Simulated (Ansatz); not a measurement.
A series at In: from trimethylindium, ligands are replaced one by one, each step taking up NH₃ and setting free CH₄; n counts the steps. Ansatz, PBE0-D4/def2-TZVP geometries. Each molecule was computed in one conformer, which needn't be the lowest.

```json
{"n": "0", "molecule": "`[CH3][In]([CH3])[CH3]`", "HOMO energy, ωB97M-V/def2-TZVPP (eV)": "-9.18"}
{"n": "1", "molecule": "`[CH3][In]([CH3])[NH2]`", "HOMO energy, ωB97M-V/def2-TZVPP (eV)": "-8.95"}
{"n": "2", "molecule": "`[CH3][In]([NH2])[NH2]`", "HOMO energy, ωB97M-V/def2-TZVPP (eV)": "?"}
{"n": "3", "molecule": "`[NH2][In]([NH2])[NH2]`", "HOMO energy, ωB97M-V/def2-TZVPP (eV)": "-9.13"}
```

Q: By hand: fit a straight line y = ȳ + b (n − n̄) to the 3 given rows and predict n = 2.

A: n̄ = 1.333, ȳ = -9.087; Σ(n − n̄)(y − ȳ) = 0.007, Σ(n − n̄)² = 4.667, so b = 0.001 eV a step. Prediction: -9.087 + (0.001) × (0.667) = -9.09 eV.

Q: By hand: compare with the computed value, -8.83 eV, and give the steps along the whole series.

A: The line misses by 0.26 eV (computed minus predicted). Steps: 0.23, 0.12, -0.30 eV.

The steps change sign along the series, so a line is a poor guide. The highest orbital can change its character along such a series. The miss is 74.3 % of the series' range.
